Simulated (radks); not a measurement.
Dy, configuration [Xe] 4f10 6s1 6f1 (not the ground configuration).

Calculated with a radial shooting solver on a logarithmic mesh with Libxc functionals: scalar-relativistic Kohn-Sham, r2SCAN, spin-unpolarised, spherical densities, finite nucleus; meta-GGA in the generalised Kohn-Sham scheme; Fermi nuclear charge, rms radius 5.2218 fm.

Energy parts (Ry):
part                       energy
total                 -24314.3923
kinetic                26228.8018
electron-nucleus      -59474.0829
Hartree                 9457.4882
exchange-correlation    -526.5994

Orbitals (lengths in bohr, moments of r in powers of bohr; <r^-3> diverges for s and p1/2):
orbital	occ.	eigenvalue (Ry)	<1/r>	<r^4>	<r^-3>
1s	2	-3949.463	74.55	9.930e-07	-
2s	2	-659.6647	17.34	0.0001560	-
2p	6	-585.1254	16.09	0.0001177	12810
3s	2	-147.7576	6.393	0.005932	-
3p	6	-124.7567	5.985	0.006253	2734
3d	10	-95.16898	5.667	0.004964	364.5
4s	2	-29.85939	2.682	0.1462	-
4p	6	-22.25156	2.462	0.1927	607.0
4d	10	-11.84712	2.170	0.3059	68.00
4f	10	-0.60907	1.556	3.994	8.982
5s	2	-4.10190	1.012	5.495	-
5p	6	-2.32877	0.8464	11.43	76.16
6s	1	-0.55918	0.3268	401.0	-
6f	1	-0.02382	0.04071	1557000	0.0008983

The highest occupied level is 6f at -0.324 eV. Summed over all electrons, <r^2> = 1140 bohr^2, which gives a Langevin (diamagnetic) susceptibility term of -903 x 10^-6 cm^3/mol.
